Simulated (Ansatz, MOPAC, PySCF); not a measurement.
Molecule: C2HF2 (charge 0, doublet). SMILES: F[C]=CF
Coordinates optimised at B3LYP-D3(BJ)/def2-TZVP (Ansatz, a program for electronic structure):
```
C
C 1 1.3133
F 2 1.3072 1 128.64
F 1 1.3426 2 121.36 3 -180.00
H 1 1.0846 2 124.05 3 0.00
```
Charge 0, spin multiplicity 2.

Unscaled harmonic wavenumbers (cm⁻¹) in rising order, each level at the stationary point that it reaches from this structure (no distance between atoms moves by over 0.3 Å); the order of modes can differ between levels, and a negative number is imaginary. B3LYP-D3(BJ)/def2-TZVP (PySCF, at the structure above): 304, 308, 550, 731, 1121, 1201, 1292, 1752, 3165.

AM1 (MOPAC): 283, 296, 600, 693, 1160, 1281, 1524, 1831, 3125. Zero-point energy 15.4 against 14.9 kcal/mol; where all levels lie over 400 cm⁻¹, the wavenumbers are on average 1.050 times those of B3LYP-D3(BJ)/def2-TZVP.

PM3 (MOPAC): 287, 296, 560, 746, 1062, 1190, 1563, 1906, 3004. Zero-point energy 15.2 against 14.9 kcal/mol; where all levels lie over 400 cm⁻¹, the wavenumbers are on average 1.032 times those of B3LYP-D3(BJ)/def2-TZVP.

HF/6-31G* (Ansatz): 331, 334, 580, 767, 1175, 1303, 1411, 1756, 3417. Zero-point energy 15.8 against 14.9 kcal/mol; where all levels lie over 400 cm⁻¹, the wavenumbers are on average 1.058 times those of B3LYP-D3(BJ)/def2-TZVP.

B3LYP/6-31G* (Ansatz): 301, 309, 547, 714, 1140, 1220, 1311, 1772, 3185. Zero-point energy 15.0 against 14.9 kcal/mol; where all levels lie over 400 cm⁻¹, the wavenumbers are on average 1.005 times those of B3LYP-D3(BJ)/def2-TZVP.
